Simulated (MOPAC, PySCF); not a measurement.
C₃H₁₀OSi, SMILES `CC([SiH2]O)C` (C–C–Si–O torsion 57°, C–Si–O–H torsion -78°), neutral singlet in the gas phase. 

Cartesian coordinates (Å):
```xyz
15

C     -0.1700     1.4713    -0.0398
C     -0.4157     0.0193     0.3592
C     -1.5407    -0.6062    -0.4616
Si     1.1437    -1.0108     0.1992
O      2.4023    -0.4228     1.0943
H      0.1443     1.5460    -1.0862
H     -1.0802     2.0700     0.0677
H      0.6025     1.9393     0.5764
H     -0.6983    -0.0082     1.4198
H     -2.4708    -0.0405    -0.3482
H     -1.2946    -0.6143    -1.5282
H     -1.7440    -1.6378    -0.1617
H      1.5202    -1.0599    -1.2466
H      0.9047    -2.3880     0.7010
H      2.8819     0.3276     0.7433
```
Charge 0, multiplicity 1.

All levels are single points at this geometry (PBE0-D4/def2-TZVP); Pople sets use spherical d functions. Orbital energies aren't observables, and empty levels follow the basis.

HF/6-31G* in PySCF gives dipole (D) = 1.74.

**Question.** Estimate the dipole (D) from each of these levels: PBE-D3(BJ)/def2-TZVP in PySCF; PBE0-D4/def2-TZVP in PySCF; BP86/6-31G* in PySCF; PM3 in MOPAC; PM6 in MOPAC.

**Answer.** 
| level | dipole (D) |
|---|---|
| PBE-D3(BJ)/def2-TZVP in PySCF | 1.54 |
| PBE0-D4/def2-TZVP in PySCF | 1.58 |
| BP86/6-31G* in PySCF | 1.65 |
| PM3 in MOPAC | 1.30 |
| PM6 in MOPAC | 1.81 |
